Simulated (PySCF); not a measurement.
Isomers of C5H9NO, one GFN2-xTB conformer each. Single-point energies are computed at PBE0/pcSseg-1 (PySCF, gas phase, no added dispersion term), electronic only.

Question: Rank them by PBE0/pcSseg-1 energy, lowest first (kJ/mol).
A. `[H]/[N:7]=[CH:6]/[CH:5]=[CH:4]/[CH2:3][O:2][CH3:1]` with C1–O2–C3–C4 -78°, O2–C3–C4–C5 -14°, C4–C5–C6–N7 -179°
B. `[CH2:1]=[CH:2][C@H:3]([CH3:4])[C:5]([NH2:6])=[O:7]` with C1–C2–C3–C4 -130°, C2–C3–C5–N6 -70°, C3–C5–N6–H 175° and 8°
C. `[CH2:1]=[CH:2][C:3](=[O:4])[N:5]([CH3:6])[CH3:7]` with C1–C2–C3–O4 28°, C2–C3–N5–C6 4°

Answer: B (0.0), C (46.5), A (161.7).

As drawn, the lowest has a C=O bond and a C(=O)–N unit, which the highest lacks; the highest has a C=N bond, which the lowest lacks. GFN2-xTB itself gives, in the same order: 4.5, 0.0, 130.8. GFN2-xTB puts C=CC(=O)N(C)C lowest instead; measured from each level's own lowest isomer, the values differ by up to 46.5 kJ/mol (C=CC(=O)N(C)C: 0.0 against 46.5).

Question: Which frontier levels, dipoles and rotational constants go with these structures?

Answer: 
```
           SMILES  HOMO (eV, PBE0/pcSseg-1)  LUMO (eV)  dipole (D)     A, B, C (MHz)
C=C[C@H](C)C(N)=O                     -7.15      -0.20        3.45  3557, 2279, 1564
    C=CC(=O)N(C)C                     -6.88      -0.83        3.79  4712, 2043, 1471
  [H]/N=C/C=C/COC                     -7.35      -1.05        2.94  6046, 1246, 1099
```
